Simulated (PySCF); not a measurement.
Geometry (Å), atoms numbered from 1 in this order:
```xyz
22

C    -1.395   -0.462   -1.429
C    -1.355   -0.084    0.042
C    -2.523   -0.650    0.822
O    -0.183   -0.596    0.659
C     1.008    0.016    0.497
C     2.101   -0.608    1.117
C     3.370   -0.052    1.028
C     3.578    1.134    0.320
C     2.494    1.752   -0.296
C     1.213    1.204   -0.216
H    -1.417   -1.557   -1.534
H    -0.513   -0.086   -1.968
H    -2.294   -0.048   -1.911
H    -1.364    1.017    0.145
H    -2.523   -1.749    0.764
H    -2.454   -0.362    1.881
H    -3.476   -0.278    0.417
H     1.919   -1.533    1.667
H     4.209   -0.552    1.519
H     4.577    1.570    0.250
H     2.639    2.679   -0.855
H     0.386    1.711   -0.713
```

Geometry: PBE0-D3(BJ)/def2-SVP; GIAO shifts from PySCF 2.14.0 with density-fitted response routines, gas phase, non-relativistic, averaged over equivalent atoms.

At PBE0/pcSseg-1 (230 basis functions, 45 s wall time on 1 thread of an Arm Neoverse V1, shared host):
```csv
atoms,δ (ppm)
C5,162.6
C7/C9,135.1
C8,124.1
C6/C10,118.2
C2,67.3
C1/C3,22.2
O4,154.1
H19/H21,7.36
H20,6.94
H18/H22,6.85
H14,4.16
H11/H12/H13/H15/H16/H17,1.29
```

References, each an isolated molecule treated in the same way: 13C (σref 184.41), 1H (σref 31.27) against TMS; 17O (σref 334.56) vs H2O.

Problem. What do these become at WP04/pcSseg-1?

Solution. 
```csv
atoms,δ at WP04/pcSseg-1,change
C5,164.0,+1.4
C7/C9,134.4,-0.7
C8,124.4,+0.3
C6/C10,118.9,+0.7
C2,71.4,+4.1
C1/C3,22.9,+0.7
O4,145.8,-8.3
H19/H21,6.99,-0.37
H20,6.64,-0.30
H18/H22,6.56,-0.29
H14,4.07,-0.09
H11/H12/H13/H15/H16/H17,1.30,+0.01
```

δ = σ(ref) − σ, references computed at the same level: 13C (σ = 172.44 ppm), 1H (σ = 31.56 ppm) vs TMS; H2O for 17O (σ = 317.54 ppm).

The largest change is at O4 (ether oxygen). Cost: 230 basis functions, 46 s wall time on 1 thread of an Arm Neoverse V1, shared host. The order of the carbon signals is the same at both levels.

The carbons averaged at δ 118.2 differ by 10 ppm in this conformer. Experimental scales use liquid or dissolved standards, which lie at an offset from isolated H2O (liquid H2O: subtract about 36 ppm).
